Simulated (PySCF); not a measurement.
pinacolborane (C₆H₁₃BO₂), singlet, at a GFN2-xTB geometry. Base run: WB97X/STO-3G (PySCF).

Input for PySCF:
```python
from pyscf import gto, scf, dft

mol = gto.M(
    atom='''
C    -1.77504489   -0.15419211    0.95810353
C    -0.76840575   -0.13730342   -0.19880335
C    -1.15823124   -1.21383039   -1.21017274
O    -0.86942477    1.14841393   -0.81692468
B     0.21679455    1.88224231   -0.47765229
O     1.13781395    1.18178064    0.22559658
C     0.73092190   -0.18813684    0.28138958
C     0.93589637   -0.71651378    1.70003172
C     1.64641146   -0.96262237   -0.67469209
H    -2.76727097    0.03377745    0.55440757
H    -1.54858855    0.63559343    1.66969349
H    -1.77551462   -1.11521817    1.46352174
H    -2.20548957   -1.08539787   -1.47234630
H    -0.57277491   -1.13035295   -2.12003870
H    -1.02218357   -2.20221407   -0.77984665
H     0.34570089    3.00142624   -0.76166501
H     0.43205319   -0.09141387    2.43008365
H     1.99904572   -0.70697816    1.92719343
H     0.56858196   -1.73602217    1.77924377
H     1.55575249   -0.57339505   -1.68547743
H     2.67628670   -0.82371634   -0.35394660
H     1.41402789   -2.02326310   -0.66707659
''',
    basis='sto-3g',
    verbose=4,
)

mf = dft.RKS(mol)
mf.xc = 'wb97x'
mf.kernel()
```

The base run was repeated with changes; each row names its change, and settings that it needs were set with it.

```csv
change,ΔE vs base (mEh),grid points,electrons on the grid
base,0.000,254424,69.99991
"grids.atom_grid = (50, 194)",-0.048,145192,70.00029
grids.level = 7,-0.029,1431104,70.00000
grids.radi_method = delley,-0.005,273184,69.99991
grids.level = 1,0.012,78760,70.00031
grids.level = 4,-0.036,460480,69.99999
"grids.atom_grid = (150, 974)",-0.029,1782928,70.00000
grids.radi_method = mura_knowles,-0.001,242368,69.99991
grids.level = 0,-53.885,17840,69.97771
grids.becke_scheme = stratmann,0.010,254424,69.99989
grids.prune = off,0.000,400152,69.99991
```
